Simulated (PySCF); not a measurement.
B3LYP has the VWN-RPA correlation part, as in Gaussian. Excitations are Tamm–Dancoff values on a coarser integration grid. The basis has no diffuse functions, so Rydberg states are missing or too high.

H9AlSi3, SMILES `[SiH3][Al]([SiH3])[SiH3]` (charge 0, multiplicity 1)

These are B3LYP-D3(BJ)/def2-TZVP // PBE0-D4/def2-TZVP in PySCF 2.14.0 values and carry that method's errors.

| Property | Value |
|---|---|
| HOMO | -7.11 eV |
| dipole moment | 0.23 D |
| HOMO–LUMO gap | 4.33 eV |
| LUMO | -2.79 eV |
| S1 excitation (TDA) | 3.35 eV |
| S1 oscillator strength | 0.000 |
| T1 excitation (TDA) | 2.85 eV |
| S1–T1 gap (TDA) | 0.50 eV |
| vertical ionisation energy (Delta-SCF) | 8.95 eV |
| total energy | -1116.4399 Ha |
| cost | very roughly 5 core-minutes |

Bonds (Å): Si1–Al2 2.459, Si1–H5 1.490, Si1–H6 1.494, Si1–H7 1.491, Al2–Si3 2.460, Al2–Si4 2.459, Si3–H8 1.491, Si3–H9 1.494, Si3–H10 1.491, Si4–H11 1.493, Si4–H12 1.490, Si4–H13 1.492. Angles (°): Al2–Si1–H5 113.6, Al2–Si1–H6 109.0, Al2–Si1–H7 111.7, H5–Si1–H6 107.4, H5–Si1–H7 107.8, H6–Si1–H7 107.1, Si1–Al2–Si3 118.9, Si1–Al2–Si4 122.3, Si3–Al2–Si4 118.7, Al2–Si3–H8 112.7, Al2–Si3–H9 108.8, Al2–Si3–H10 112.9, H8–Si3–H9 107.2, H8–Si3–H10 107.8, H9–Si3–H10 107.2, Al2–Si4–H11 109.9, Al2–Si4–H12 113.9, Al2–Si4–H13 110.5, H11–Si4–H12 107.6, H11–Si4–H13 107.0, H12–Si4–H13 107.7.
